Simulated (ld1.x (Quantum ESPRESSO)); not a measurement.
**What the settings do to the TM potential of Zn (Z = 30)**

Base potential:

- Element: Zn (Z = 30)
- Generator: ld1.x (Quantum ESPRESSO) 7.5
- Type: norm-conserving Troullier–Martins (Kleinman–Bylander form)
- Functional: PBEsol
- Relativity: scalar-relativistic
- Frozen core: [Ne] 3s2
- Valence charge: 18
- Reference configuration: 3p6 3d10 4s2 4p0
- Partial waves: 4s (bound): rc 2.00 bohr; 3p (bound): rc 0.65 bohr; 3d (bound): rc 0.90 bohr
- Local potential: all-electron potential smoothed inside 0.80 bohr (lloc = -2)
- Core correction: a·sin(br)/r model core, default radius (core density twice the valence density)

All-electron outer shells of the reference configuration (PBEsol, scalar-relativistic, ld1.x):

```json
{"shell": "2p", "level (eV)": "-1003.46", "outermost node (bohr)": "–", "outermost maximum (bohr)": "0.15"}
{"shell": "3s", "level (eV)": "-128.92", "outermost node (bohr)": "0.28", "outermost maximum (bohr)": "0.59"}
{"shell": "3p", "level (eV)": "-83.26", "outermost node (bohr)": "0.25", "outermost maximum (bohr)": "0.59"}
{"shell": "3d", "level (eV)": "-10.17", "outermost node (bohr)": "–", "outermost maximum (bohr)": "0.56"}
{"shell": "4s", "level (eV)": "-6.00", "outermost node (bohr)": "0.85", "outermost maximum (bohr)": "2.09"}
{"shell": "4p", "level (eV)": "-1.07", "outermost node (bohr)": "0.92", "outermost maximum (bohr)": "3.04"}
```

Cutoffs, loose and tight: the cutoffs (Ry, on a coarse ladder) from which the occupation-weighted sum of valence levels, in a spherical-Bessel basis at the reference potential, stays within 10 and 1 mRy of its value at 400 Ry. They do not see the model core or the augmentation charge, which bear on the density cutoff. Test errors are all-electron minus pseudo excitation energies from the reference, over the configurations 3p6 3d10 4s1 4p0; 3p6 3d10 4s0 4p0; 3p6 3d9 4s0 4p0; 3p5 3d10 4s2 4p0; 3p6 3d10 4s0 4p2; 3p6 3d8 4s0 4p0; 3p6 3d9 4s2 4p1. A dash means not determined; rows that change the core or the reference have their own tests. The largest error is taken over the tests solved by every variant that gives reliable tests at all: 3p6 3d10 4s0 4p0; 3p6 3d10 4s0 4p2; 3p6 3d10 4s1 4p0; 3p6 3d8 4s0 4p0; 3p6 3d9 4s0 4p0.

A true bound ghost makes a file unfit for plane-wave use even where its test errors are small: the radial tests pick states by their node count and pass the ghost by. Where a test does run into it, the solver fails or the error is huge.

Cutoffs are not given where the Bessel-basis levels miss the radial ones by over 6 mRy, ghosts where they miss by over 20 mRy; a channel whose overlap is not positive is not tested.

```tsv
change	outcome	cutoff, loose	cutoff, tight	bound ghosts	largest test error (meV)
base	generated	260 Ry	over 300 Ry	s	+62
all radii but the core radius scaled by about 0.74 (s 1.48, p 0.48, d 0.66 bohr); local potential all-electron potential smoothed inside 0.60 bohr (lloc = -2)	generated	–	–	s	+42
all radii but the core radius scaled by about 0.83 (s 1.66, p 0.54, d 0.74 bohr); local potential all-electron potential smoothed inside 0.66 bohr (lloc = -2)	generated	over 300 Ry	over 300 Ry	s	+86
all radii but the core radius scaled by about 0.94 (s 1.88, p 0.62, d 0.84 bohr); local potential all-electron potential smoothed inside 0.76 bohr (lloc = -2)	generated	300 Ry	over 300 Ry	s	+94
all radii but the core radius scaled by about 1.11 (s 2.22, p 0.72, d 1.00 bohr); local potential all-electron potential smoothed inside 0.88 bohr (lloc = -2)	generated	230 Ry	over 300 Ry	s	-49
all radii but the core radius scaled by about 1.19 (s 2.38, p 0.78, d 1.08 bohr); local potential all-electron potential smoothed inside 0.96 bohr (lloc = -2)	generated	230 Ry	over 300 Ry	s	-191
all radii but the core radius scaled by about 1.39 (s 2.78, p 0.90, d 1.26 bohr); local potential all-electron potential smoothed inside 1.12 bohr (lloc = -2)	generated	180 Ry	300 Ry	none	-665
```

Problem. What comes out with this change to the base: all radii but the core radius scaled by about 1.27 (s 2.54, p 0.82, d 1.14 bohr); local potential all-electron potential smoothed inside 1.02 bohr (lloc = -2)?

Solution. outcome: generated; cutoff, loose: 200 Ry; cutoff, tight: over 300 Ry; bound ghosts: s; largest test error (meV): -327.

Reading the sweep of the scale of all radii but the core radius (base = 1) (base included, trends over the rows without a ghost): Bound ghosts are found at 0.74, 0.83, 0.94, 1, 1.11, 1.19, 1.27.
